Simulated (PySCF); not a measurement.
PySCF input (B3PW91/6-31G* (5d)):

```python
from pyscf import gto, dft

mol = gto.M(
    atom='''
    C     0.46427900   -0.48240700    0.01662400
    C    -0.82872400   -0.29631400    0.06169700
    F    -1.71110200   -1.27296600    0.17958200
    F    -1.44309500    0.87950900   -0.00273100
    Cl    1.79849600    0.48314300   -0.12127000
    ''',
    basis='6-31g*',
    charge=0,
    spin=1,
    verbose=4,
)

mf = dft.UKS(mol, xc='b3pw91')
mf.grids.level = 3
mf.conv_tol = 1e-9
mf.max_cycle = 100
mf.max_memory = 1500
mf.kernel()
if not mf.converged:
    mf = mf.newton()
    mf.kernel(mf.make_rdm1())
mo, _, stable, _ = mf.stability(return_status=True)
if not stable:
    mf.kernel(mf.make_rdm1(mo, mf.mo_occ))
    stable = mf.stability(return_status=True)[2]
mf.dip_moment()
```

From the output:

```
  HOMO = -0.257795148581  LUMO = -0.123915872736  gap/eV = 3.64304
cycle= 8 E= -735.797829340563  delta_E= -1.29e-05  |g|= 0.000786  |ddm|= 0.0085
  alpha nocc = 24  HOMO = -0.267433773375293  LUMO = 0.024988785617317
  beta  nocc = 23  HOMO = -0.257844780054638  LUMO = -0.123864215190989
  HOMO = -0.257844780055  LUMO = -0.123864215191  gap/eV = 3.64580
cycle= 9 E= -735.797831575633  delta_E= -2.24e-06  |g|= 0.00043  |ddm|= 0.00408
  alpha nocc = 24  HOMO = -0.26742054700809  LUMO = 0.0250037674778687
  beta  nocc = 23  HOMO = -0.257824940038102  LUMO = -0.123855655778688
  HOMO = -0.257824940038  LUMO = -0.123855655779  gap/eV = 3.64549
cycle= 10 E= -735.797831823736  delta_E= -2.48e-07  |g|= 0.000267  |ddm|= 0.00136
  alpha nocc = 24  HOMO = -0.267414863921471  LUMO = 0.0250110849738179
  beta  nocc = 23  HOMO = -0.25781793929372  LUMO = -0.123848369822809
  HOMO = -0.257817939294  LUMO = -0.123848369823  gap/eV = 3.64550
cycle= 11 E= -735.797831863128  delta_E= -3.94e-08  |g|= 4.64e-05  |ddm|= 0.000433
  alpha nocc = 24  HOMO = -0.267421623830146  LUMO = 0.0250040854197504
  beta  nocc = 23  HOMO = -0.257825260491503  LUMO = -0.123856391255407
  HOMO = -0.257825260492  LUMO = -0.123856391255  gap/eV = 3.64548
cycle= 12 E= -735.797831865347  delta_E= -2.22e-09  |g|= 2.16e-05  |ddm|= 0.000139
  alpha nocc = 24  HOMO = -0.267419469488554  LUMO = 0.0250050649660465
  beta  nocc = 23  HOMO = -0.257823348582637  LUMO = -0.123853580873427
  HOMO = -0.257823348583  LUMO = -0.123853580873  gap/eV = 3.64550
cycle= 13 E= -735.797831865507  delta_E= -1.6e-10  |g|= 1.07e-05  |ddm|= 2.48e-05
  alpha nocc = 24  HOMO = -0.267417956234584  LUMO = 0.0250073756941971
  beta  nocc = 23  HOMO = -0.257821664839934  LUMO = -0.123851981495152
  HOMO = -0.25782166484  LUMO = -0.123851981495  gap/eV = 3.64550
Extra cycle  E= -735.797831865469  delta_E= 3.77e-11  |g|= 1.58e-05  |ddm|= 2.05e-05
converged SCF energy = -735.797831865469  <S^2> = 0.76099596  2S+1 = 2.0109659
uhf_internal: lowest eigs of H = [0.10728543 0.23067122 0.38863307]
<class 'pyscf.dft.uks.UKS'> wavefunction is stable in the internal stability analysis
Dipole moment(X, Y, Z, Debye):  0.50068,  0.28778, -0.04586
```

The geometry given is a B3LYP-D3(BJ)/def2-TZVP minimum.
